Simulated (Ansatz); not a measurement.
Program: Ansatz. Geometries: PBE0-D4/def2-TZVP. ΔE: electronic, gas phase. CBS: MP2 limit from def2 TZ/QZ plus the TZ coupled-cluster correction, frozen cores. DFT in def2-TZVPP. B3LYP here is the variant with VWN-RPA as its local correlation; programs differ in this. For Ge outer-core shells are correlated without core-valence functions, which leaves a few kJ/mol of doubt a bond. Scalar relativity is left out up to krypton.

Consider the formal exchange of groups at the Si–F bond: `F[Si]1(F)CS1` + `C=[CH][GeH3]` → `F[Si]1([GeH3])CS1` + `C=CF`.

```csv
level,ΔE (kJ/mol),difference from CCSD(T)/CBS
PBE-D4,135.2,-37.8
r2SCAN-D4,155.8,-17.2
PBE0-D4,146.3,-26.7
B3LYP-D4,156.1,-16.9
ωB97X-V,158.2,-14.8
ωB97M-V,163.0,-10.0
B2PLYP,167.6,-5.4
PBE,135.7,-37.3
r2SCAN,156.1,-16.9
PBE0,147.1,-25.9
B3LYP,157.0,-16.0
HF/def2-TZVPP,183.2,10.2
MP2/def2-TZVPP,181.7,8.7
SCS-MP2/def2-TZVPP,181.3,8.3
CCSD/def2-TZVPP,175.3,2.3
CCSD(T)/def2-TZVPP,172.5,-0.5
HF/def2-QZVPP,184.8,11.8
MP2/def2-QZVPP,182.6,9.6
SCS-MP2/def2-QZVPP,182.8,9.8
HF/CBS(def2),185.0,12.0
MP2/CBS(def2),182.3,9.3
CCSD/CBS(def2),175.9,2.9
CCSD(T)/CBS,173.0,0
```

Largest T1 diagnostic among the species: 0.013.

From PBE to PBE0 (25 % exact exchange), in def2-TZVPP and without D4, ΔE moves by +11.4 kJ/mol.
